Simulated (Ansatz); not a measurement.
`[CH3][GaH][SeH]` + H• → `[CH3][Ga][SeH]`• + H₂  (hydrogen abstraction from a Ga–H bond)

Gas-phase electronic energies from Ansatz, PBE0-D4/def2-TZVP geometries. CCSD(T)/CBS adds triple-zeta CCSD(T) − MP2 to the extrapolated MP2 energy (def2 sets, frozen cores). This one scheme is used for every species, atoms too. Functionals use def2-TZVPP. Open shells (•) are unrestricted, without spin–orbit coupling. Bonds to Ga, Se are less sure, by a few kJ/mol each and by 10 to 20 or more in all where they break to atoms, as the def2 sets lack core-valence functions. Scalar relativity is left out up to krypton. One conformer a species, not always the lowest.

```tsv
level	ΔE (kcal/mol)
B2PLYP	-27.2
PBE	-27.2
CCSD/def2-TZVPP	-25.2
CCSD/CBS(def2)	-24.8
```

Problem. What does CCSD(T)/CBS give? (Best estimate.)

Solution. Ansatz gave: -24.8 kcal/mol. The listed levels differ from it by -2.4, -2.4, -0.4, 0.0 kcal/mol.

Largest T1 diagnostic among the species: 0.013.

In def2-TZVPP, CCSD(T) changes the Hartree–Fock value by −4.6 kcal/mol (the triples alone add +0.0 kcal/mol) and MP2 by −1.9 kcal/mol. From BLYP to BHLYP (50 % exact exchange), in def2-TZVPP and without D4, ΔE moves by +4.5 kcal/mol. At CCSD(T), def2-SVP lies +1.7 kcal/mol from the extrapolated value and def2-TZVPP −0.3 kcal/mol.

CCSD(T)/CBS has its own doubt, a few kJ/mol and more with outer-core shells, so smaller differences from it don't rank the levels.
